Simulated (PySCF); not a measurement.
AlGeH3O2, AlBGeH5O, ClGeH4OSi, AlGeH2NO (calculated)

Computed with PySCF 2.14.0. Calculation on a computer-drawn molecule: optimised geometry and harmonic frequencies of an isolated molecule of the commonest isotopes, restricted reference for singlets and unrestricted otherwise, frozen core in MP2; on germanium a core potential holds 10 electrons, which the energies leave out, and 3d is frozen in MP2 and coupled-cluster steps.

Common to all runs: basis cc-pV(D+d)Z; basis and core potential on germanium cc-pVDZ-PP ECP10MDF.

(1) AlGeH3O2

Start structure:
```xyz
7
AlGeH3O2
O      2.0578    -0.8514    -2.5798
Al     0.6036    -1.0651    -1.8086
O      0.3286    -0.5750    -0.2764
Ge    -0.1900     0.0728     1.3720
H      2.8666    -0.6982    -3.1175
H     -0.4260    -1.8892    -2.4568
H     -0.9426     1.5063     0.8512
```

Settings of this run: charge 0, multiplicity 1 and method HF.

The calculation gives: rotational constants 16.51, 1.228, 1.156 GHz; total energy -686.8902 hartree; convergence status largest gradient component 2.229e-05 hartree/bohr.

Drawn bonds:
| atom | other atom | order |
| --- | --- | --- |
| 1 | 2 | 1 |
| 2 | 3 | 1 |
| 3 | 4 | 1 |
| 1 | 5 | 1 |
| 2 | 6 | 1 |
| 4 | 7 | 1 |

Optimised structure:
```xyz
7
AlGeH3O2
O      2.1409    -0.5983    -2.3303
Al     0.6111    -1.0794    -1.8027
O      0.1282    -0.6074    -0.2714
Ge    -0.0920     0.0600     1.3564
H      2.5554    -0.7834    -3.1557
H     -0.3237    -1.9518    -2.7119
H     -0.7218     1.4606     0.8998
```

Modes:
| frequency (cm⁻¹) | reduced mass (dalton) |
| --- | --- |
| 53.68 | 6.516 |
| 69.1 | 2.678 |
| 120.2 | 1.369 |
| 294.6 | 7.612 |
| 364.5 | 1.103 |
| 435 | 7.816 |
| 548.6 | 1.367 |
| 573.1 | 1.184 |
| 740.5 | 1.305 |
| 846.7 | 1.109 |
| 892 | 4.865 |
| 1062 | 12.1 |
| 1923 | 1.023 |
| 2030 | 1.043 |
| 4229 | 1.068 |

(2) AlGeH3O2

Start structure:
```xyz
7
AlGeH3O2
O      2.1409    -0.5983    -2.3303
Al     0.6111    -1.0794    -1.8027
O      0.1282    -0.6074    -0.2714
Ge    -0.0920     0.0600     1.3564
H      2.5554    -0.7834    -3.1557
H     -0.3237    -1.9518    -2.7119
H     -0.7218     1.4606     0.8998
```

Here we set charge 0, multiplicity 1 and method MP2.

The calculation gives: rotational constants 13.97, 1.266, 1.176 GHz; total energy -687.4030 hartree; convergence status largest gradient component 6.87e-06 hartree/bohr.

Drawn bonds:
| atom | other atom | order |
| --- | --- | --- |
| 1 | 2 | 1 |
| 2 | 3 | 1 |
| 3 | 4 | 1 |
| 1 | 5 | 1 |
| 2 | 6 | 1 |
| 4 | 7 | 1 |

Optimised structure:
```xyz
7
AlGeH3O2
O      2.1762    -0.5620    -2.3339
Al     0.6079    -1.0610    -1.8617
O     -0.0216    -0.4231    -0.4142
Ge     0.0925     0.1080     1.3098
H      2.5758    -0.8815    -3.1501
H     -0.2492    -2.0554    -2.7221
H     -0.8835     1.3753     1.1564
```

Modes:
| frequency (cm⁻¹) | reduced mass (dalton) |
| --- | --- |
| 40.38 | 8.114 |
| 60.52 | 3.137 |
| 128.4 | 1.254 |
| 274 | 7.101 |
| 349 | 1.102 |
| 435.5 | 7.151 |
| 510.5 | 1.347 |
| 594.4 | 1.12 |
| 705.7 | 1.422 |
| 788.3 | 1.117 |
| 853.3 | 4.176 |
| 999.9 | 10.86 |
| 1897 | 1.022 |
| 2006 | 1.044 |
| 3935 | 1.067 |

(3) AlBGeH5O

Start structure:
```xyz
9
AlBGeH5O
O      0.5253    -2.7089    -2.9997
Ge     0.5985    -2.3630    -1.2684
B      0.9569    -0.3035    -1.3100
Al     0.2752     1.5786    -0.6551
H      0.1445    -3.5852    -3.3250
H     -0.8325    -2.8296    -0.5749
H      1.7607    -2.9842    -0.5901
H     -1.0177     2.1048    -1.1638
H      0.8346     1.9437     0.8209
```

Here we set charge 1, multiplicity 1 and method HF.

The calculation gives: rotational constants 9.109, 1.129, 1.036 GHz; total energy -637.4336 hartree; convergence status largest gradient component 2.052e-05 hartree/bohr.

Drawn bonds:
| atom | other atom | order |
| --- | --- | --- |
| 1 | 2 | 1 |
| 2 | 3 | 1 |
| 3 | 4 | 1 |
| 1 | 5 | 1 |
| 2 | 6 | 1 |
| 2 | 7 | 1 |
| 4 | 8 | 1 |
| 4 | 9 | 1 |

Optimised structure:
```xyz
9
AlBGeH5O
O      0.6580    -2.2393    -2.7692
Ge     0.3821    -2.7106    -1.0827
B      0.2545    -0.6250    -0.6730
Al     0.1843     1.6309    -0.6266
H      0.7915    -2.8971    -3.4407
H     -0.9455    -3.4038    -0.8437
H      1.5899    -3.3335    -0.4093
H     -1.2565     2.1760    -0.8538
H      1.5871     2.2550    -0.3671
```

Modes:
| frequency (cm⁻¹) | reduced mass (dalton) |
| --- | --- |
| 41.92 | 5.659 |
| 54.51 | 1.065 |
| 138 | 2.123 |
| 189.8 | 1.179 |
| 245.1 | 8.021 |
| 257.3 | 7.607 |
| 416.6 | 1.107 |
| 571.2 | 1.454 |
| 594.8 | 1.195 |
| 673.1 | 1.097 |
| 719.7 | 4.166 |
| 758.7 | 4.132 |
| 764.5 | 1.458 |
| 813.5 | 1.12 |
| 926 | 1.126 |
| 937.7 | 1.037 |
| 2078 | 1.017 |
| 2111 | 1.068 |
| 2307 | 1.014 |
| 2309 | 1.026 |
| 4117 | 1.068 |

(4) ClGeH4OSi

Start structure:
```xyz
8
ClGeH4OSi
O      0.4864     0.1249     2.9703
Ge     0.1501    -0.3203     1.3598
Si     0.2392     1.7706     0.2478
Cl    -1.6491    -1.4871     1.4197
H      0.2896    -0.5439     3.7132
H      1.2089    -1.4549     1.0007
H     -0.3955     1.7805    -1.0704
H     -0.5445     2.7935     1.0937
```

Here we set charge 0, multiplicity 2 and method HF.

Results for ClGeH4OSi: rotational constants 3.626, 1.962, 1.456 GHz; total energy -1119.0468 hartree; spin squared 0.7569; convergence status largest gradient component 1.603e-05 hartree/bohr.

Drawn bonds:
| atom | other atom | order |
| --- | --- | --- |
| 1 | 2 | 1 |
| 2 | 3 | 1 |
| 2 | 4 | 1 |
| 1 | 5 | 1 |
| 2 | 6 | 1 |
| 3 | 7 | 1 |
| 3 | 8 | 1 |

Optimised structure:
```xyz
8
ClGeH4OSi
O      0.5843     0.0408     3.1314
Ge     0.1911    -0.2912     1.4376
Si     0.1476     1.8202     0.3261
Cl    -1.7801    -1.2435     1.4181
H      0.4636    -0.6845     3.7291
H      1.1272    -1.3567     0.8736
H     -0.1058     1.6495    -1.1221
H     -0.8428     2.7286     0.9410
```

Modes:
| frequency (cm⁻¹) | reduced mass (dalton) |
| --- | --- |
| 102.6 | 1.173 |
| 109.5 | 5.175 |
| 160.1 | 4.91 |
| 184.2 | 1.983 |
| 266.5 | 1.893 |
| 367.9 | 12.39 |
| 414.5 | 25.09 |
| 555.4 | 1.126 |
| 611.4 | 1.148 |
| 744.7 | 7.903 |
| 776.4 | 1.053 |
| 809.2 | 1.1 |
| 954.4 | 1.115 |
| 986.4 | 1.066 |
| 2250 | 1.02 |
| 2312 | 1.031 |
| 2334 | 1.052 |
| 4143 | 1.067 |

(5) AlGeH2NO

Start structure:
```xyz
6
AlGeH2NO
O      1.6237    -0.5852     0.0087
Ge     0.5975     0.6573     0.4902
N     -0.7238     0.4613     1.5509
Al    -2.0247     0.1509     2.6211
H      2.4163    -0.3453    -0.5950
H      1.1733     1.9501    -0.0527
```

Here we set charge 0, multiplicity 1 and method HF.

It finds rotational constants 14.11, 1.767, 1.571 GHz; total energy -665.7689 hartree; convergence status largest gradient component 2.839e-05 hartree/bohr.

Drawn bonds:
| atom | other atom | order |
| --- | --- | --- |
| 1 | 2 | 1 |
| 2 | 3 | 2 |
| 3 | 4 | 1 |
| 1 | 5 | 1 |
| 2 | 6 | 1 |

Optimised structure:
```xyz
6
AlGeH2NO
O      1.5796    -0.6195     0.0500
Ge     0.6095     0.7610     0.5318
N     -0.7107     0.6661     1.5270
Al    -1.9349    -0.0783     2.5611
H      2.3115    -0.4369    -0.5230
H      1.2072     1.9966    -0.1237
```

Modes:
| frequency (cm⁻¹) | reduced mass (dalton) |
| --- | --- |
| 46.99 | 10.14 |
| 88.09 | 6.826 |
| 277.9 | 8.977 |
| 347.8 | 1.087 |
| 498.7 | 18.45 |
| 540.9 | 1.181 |
| 771.4 | 13.49 |
| 827.8 | 1.033 |
| 962.2 | 1.142 |
| 1224 | 14.46 |
| 2276 | 1.02 |
| 4148 | 1.067 |

(6) AlGeH2NO

Start structure:
```xyz
6
AlGeH2NO
O      1.5796    -0.6195     0.0500
Ge     0.6095     0.7610     0.5318
N     -0.7107     0.6661     1.5270
Al    -1.9349    -0.0783     2.5611
H      2.3115    -0.4369    -0.5230
H      1.2072     1.9966    -0.1237
```

Here we set charge 0, multiplicity 1 and method MP2.

Results for AlGeH2NO: rotational constants 10.54, 1.948, 1.644 GHz; total energy -666.2664 hartree; convergence status largest gradient component 1.298e-05 hartree/bohr.

Drawn bonds:
| atom | other atom | order |
| --- | --- | --- |
| 1 | 2 | 1 |
| 2 | 3 | 2 |
| 3 | 4 | 1 |
| 1 | 5 | 1 |
| 2 | 6 | 1 |

Optimised structure:
```xyz
6
AlGeH2NO
O      1.4982    -0.6725     0.1200
Ge     0.5937     0.8251     0.5326
N     -0.7812     0.8998     1.5389
Al    -1.7717    -0.2988     2.4781
H      2.2431    -0.4661    -0.4680
H      1.2802     2.0015    -0.1784
```

Modes:
| frequency (cm⁻¹) | reduced mass (dalton) |
| --- | --- |
| 55.1 | 6.433 |
| 67.13 | 11.38 |
| 231.4 | 9.784 |
| 319.7 | 1.092 |
| 469.2 | 1.165 |
| 523 | 15.13 |
| 716.9 | 12.87 |
| 766.9 | 1.053 |
| 939.7 | 1.116 |
| 1064 | 14.32 |
| 2171 | 1.021 |
| 3821 | 1.066 |
